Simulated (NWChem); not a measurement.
## Total energies of H2B

```
B
H 1 1.2050
H 1 1.2050 2 129.14
```
Charge 0, spin multiplicity 2.

All runs are NWChem calculations. Structure: optimised with UPBE0/def2-SVP, a minimum by its harmonic frequencies.

Basis set: def2-SVP (24 functions).

```
method      total energy (Ha)
----------  -----------------
UHF                 -25.73094
UMP2                -25.79750
UB2PLYP             -25.87135
UPBE                -25.85237
UB3LYP              -25.91453
UBHandHLYP          -25.89639
```

Total energies of different functionals aren't comparable as a measure of quality: only differences taken within one method are. 

The correlated methods keep 1 core orbital frozen. B3LYP has NWChem's definition, with VWN1-RPA local correlation. The structure started from a generated list of species. The unpaired electrons of the parent sit in orbitals of symmetry a1 (C2v labels of the run); other states weren't searched. No SCF solution was tested for a lower state. Open-shell Hartree-Fock references start from PBE0 orbitals.
